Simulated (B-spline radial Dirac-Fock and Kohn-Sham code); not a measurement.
# Al 2p3/2: cross section and angular parameters

System: the free aluminum atom, [Ne] 3s2 3p1; threshold 72.50 eV (tabulated edge). Model: Dirac-Hartree-Slater photoionisation with a Latter tail; cross sections with all multipoles, angular parameters from the dipole term and its interference with E2. Program: an atomic code on a B-spline grid.

| hν (eV) | σ (kb) | β | γ | δ |
| --- | --- | --- | --- | --- |
| 83.2 | 3220 | 0.361 | -0.030 | 0.009 |
| 96 | 3510 | 0.809 | -0.022 | 0.010 |
| 339 | 371 | 1.477 | 0.183 | 0.017 |
| 400 | 242 | 1.450 | 0.223 | 0.019 |
| 419 | 214 | 1.441 | 0.234 | 0.020 |
| 545 | 104 | 1.373 | 0.301 | 0.024 |
| 600 | 79.3 | 1.342 | 0.327 | 0.027 |
| 795 | 34.6 | 1.238 | 0.403 | 0.035 |
| 1000 | 17.1 | 1.140 | 0.465 | 0.044 |
| 1070 | 13.8 | 1.110 | 0.483 | 0.048 |
| 1253.6 | ? | ? | ? | ? |
| 1290 | 7.61 | 1.023 | 0.531 | 0.058 |
| 2000 | 1.78 | 0.812 | 0.635 | 0.091 |
| 2170 | 1.35 | 0.773 | 0.653 | 0.098 |
| 2510 | 0.815 | 0.705 | 0.684 | 0.113 |
| 4570 | 0.0962 | 0.460 | 0.805 | 0.189 |
| 4950 | 0.0718 | 0.432 | 0.822 | 0.201 |
| 5414.7 | 0.0516 | 0.402 | 0.842 | 0.216 |
| 5480 | 0.0493 | 0.398 | 0.844 | 0.217 |
| 5560 | 0.0468 | 0.393 | 0.848 | 0.220 |
| 5670 | 0.0435 | 0.387 | 0.852 | 0.223 |
| 9350 | 0.00654 | 0.239 | 0.977 | 0.319 |
| 12900 | 0.00187 | 0.155 | 1.054 | 0.394 |
| 15000 | 0.00103 | 0.118 | 1.088 | 0.434 |

**Question.** Give the values at Mg Kα (1253.6 eV).

**Answer.** σ = 8.35 kb, β = 1.036, γ = 0.524, δ = 0.056.

Values without a named source are computed, but for edge energies of neutral atoms, which are taken from tables.
